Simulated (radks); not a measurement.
The numbers below are computed, except where a source is named.
Problem. Sn IV, 47 electrons, occupied as [Kr] 4d10 5s1. Level of theory: Dirac Kohn-Sham, BLYP, spin-unpolarised, spherical densities, point nucleus (a radial shooting solver on a logarithmic mesh with Libxc functionals).

Spin-orbit splittings of the eigenvalues, e(l+1/2) - e(l-1/2), with zeta = 2 splitting/(2l+1) and mean radii in bohr:

| shell | occ. | splitting (eV) | zeta (eV) | <r> j=l-1/2 | <r> j=l+1/2 |
|---|---|---|---|---|---|
| 2p | 6 | 230.8 | 153.8 | 0.1058 | 0.1112 |
| 3p | 6 | ? | ? | 0.3299 | 0.3411 |
| 3d | 10 | 8.698 | 3.479 | 0.3125 | 0.3161 |
| 4p | 6 | 7.614 | 5.076 | 0.8644 | 0.8940 |
| 4d | 10 | 1.065 | 0.4259 | 1.075 | 1.088 |

Estimate the 3p splitting.

Solution. 42.13 eV (zeta = 28.09 eV).
